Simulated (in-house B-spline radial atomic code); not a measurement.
# Ce6+: [Kr] 4d10 5s2 5p4

All numbers are computed (Dirac-Kohn-Sham LDA VWN5, spherical fractional occupations; Fermi nucleus of rms radius 4.8771 fm) with a radial B-spline atomic code at the basis-set limit, not measured.

Z_r = [3n² - l(l+1)]/(2<r>); Z_e = n√(-2ε); the last column is Slater's effective charge. Values are occupation-weighted means over j. An effective charge above Z reflects the relativistic contraction of the inner shells.

| shell | electrons | ε (eV) | <r> (bohr) | Z_r | Z_e | Slater |
| --- | --- | --- | --- | --- | --- | --- |
| 1s | 2 | -40268 | 0.02459 | 60.99 | 54.40 | 57.70 |
| 2s | 2 | -6511.9 | 0.1048 | 57.24 | 43.75 | 53.85 |
| 2p | 6 | -5858.2 | 0.09212 | 54.28 | 41.50 | 53.85 |
| 3s | 2 | -1464 | 0.2787 | 48.44 | 31.12 | 46.75 |
| 3p | 6 | -1254.3 | 0.2764 | 45.22 | 28.80 | 46.75 |
| 3d | 10 | -948.06 | 0.2538 | 41.38 | 25.04 | 36.85 |
| 4s | 2 | -356.78 | 0.6349 | 37.80 | 20.48 | 30.25 |
| 4p | 6 | -287.58 | 0.6703 | 34.31 | 18.39 | 30.25 |
| 4d | 10 | -186.08 | 0.7341 | 28.61 | 14.79 | 18.85 |
| 5s | 2 | -107.31 | 1.413 | 26.53 | 14.04 | 12.95 |
| 5p | 4 | -87.378 | 1.563 | 23.36 | 12.67 | 12.95 |

The least bound orbital is 5p3/2 at -86.13 eV, and it is also the most diffuse (<r> = 1.581 bohr).

Spin-orbit splittings of the orbital energies (j = l + 1/2 above j = l - 1/2 when positive): 2p 446 eV, 3p 87.6 eV, 3d 18.83 eV, 4p 19.22 eV, 4d 3.419 eV, 5p 3.739 eV.

For the 1s electron the small component carries 4.6 % of the norm, the zero-frequency Breit interaction raises the level by 109.4 eV, self-energy by 63.88 eV, and vacuum polarisation lowers it by 9.515 eV.

The density falls to 0.001 bohr⁻³ at 3.046 bohr; Σ<r²> = 27.146 bohr² gives, by the non-relativistic formula and without the paramagnetism of open shells, a Langevin diamagnetic susceptibility of -21.5×10⁻⁶ cm³/mol.
